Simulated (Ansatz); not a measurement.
Gas-phase electronic energies from Ansatz, PBE0-D4/def2-TZVP geometries. CCSD(T)/CBS adds triple-zeta CCSD(T) − MP2 to the extrapolated MP2 energy (def2 sets, frozen cores). This one scheme is used for every species. def2 core potentials past Kr. For Sn outer-core shells are correlated without core-valence functions, which leaves a few kJ/mol of doubt a bond.

`[F][SnH]([F])[SiH3]` + H–F → `[F][SnH]([F])[F]` + SiH₄  (cleavage of the Sn–Si bond)

```
              species  CCSD(T)/CBS(def2) energy (Eh)
`[F][SnH]([F])[SiH3]`                     -705.15468
                  H–F                     -100.39570
   `[F][SnH]([F])[F]`                     -514.09299
                 SiH₄                     -291.46306
```

Question: Work out ΔE.

Answer: ΔE = (-514.09299) + (-291.46306) − (-705.15468) − (-100.39570) = -0.00567 Eh = -14.9 kJ/mol.

Question: What do rigid-rotor, harmonic-oscillator terms from PBE0-D4/def2-TZVP frequencies (298.15 K, 1 bar) make of the CCSD(T)/CBS value? (An estimate is asked.)

Answer: Ansatz gave: ΔZPE = -2.7 kJ/mol, ΔH = -20.9 kJ/mol, ΔS = -24 J/(mol·K), ΔG = -13.8 kJ/mol.

Largest T1 diagnostic among the species: 0.015.

The D4 term adds +5.7 kJ/mol with B3LYP and +3.3 kJ/mol with PBE0; it sums over pairs of atoms, weighted by their polarisabilities, and B3LYP, whose exchange is more repulsive, gets the larger term. At CCSD(T), def2-SVP lies −12.6 kJ/mol from the extrapolated value and def2-TZVPP −2.7 kJ/mol. In def2-TZVPP, CCSD(T) changes the Hartree–Fock value by +20.2 kJ/mol (the triples alone add +0.5 kJ/mol) and MP2 by +21.9 kJ/mol.

B3LYP here is the variant with VWN-RPA as its local correlation; programs differ in this.
